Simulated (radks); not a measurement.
Effect of the nuclear size on the arsenic ion As3+, [Ar] 3d10 4s2. Method: Dirac Kohn-Sham, PBE, spin-unpolarised, spherical densities, finite nucleus; Fermi nuclear charge, rms radius 4.0968 fm; computed with a radial shooting solver on a logarithmic mesh with Libxc functionals. The rms radius is varied about that value; shifts are against it.

| rms radius (fm) | total energy shift (eV) | density at nucleus (e/bohr^3) | 1s1/2 shift (meV) | 2s1/2 shift (meV) | 2p1/2 shift (meV) | 3s1/2 shift (meV) | 3p1/2 shift (meV) | 4s1/2 shift (meV) |
|---|---|---|---|---|---|---|---|---|
| 3.6543 | -0.0811 | 3.585e+04 | -34.4 | -3.39 | 0.275 | -0.506 | 0.058 | -0.050 |
| 3.9247 | -0.0326 | 3.568e+04 | -13.8 | -1.36 | 0.110 | -0.203 | 0.023 | -0.020 |
| 4.0968 | 0 | 3.558e+04 | 0.000 | 0.000 | 0.000 | 0.000 | 0.000 | 0.000 |
| 4.2689 | 0.0339 | 3.548e+04 | 14.4 | 1.41 | -0.115 | 0.211 | -0.024 | 0.021 |
| 5.0677 | 0.208 | 3.507e+04 | 88.3 | 8.68 | -0.704 | 1.30 | -0.148 | 0.127 |

Slopes of the eigenvalues against <r^2> in GHz/fm^2, as finite differences over the two radii next to the reference (eigenvalue slopes, not the field-shift constants of lines): 1s1/2 2420, 2s1/2 238, 2p1/2 -19.3, 3s1/2 35.6, 3p1/2 -4.05, 4s1/2 3.49.
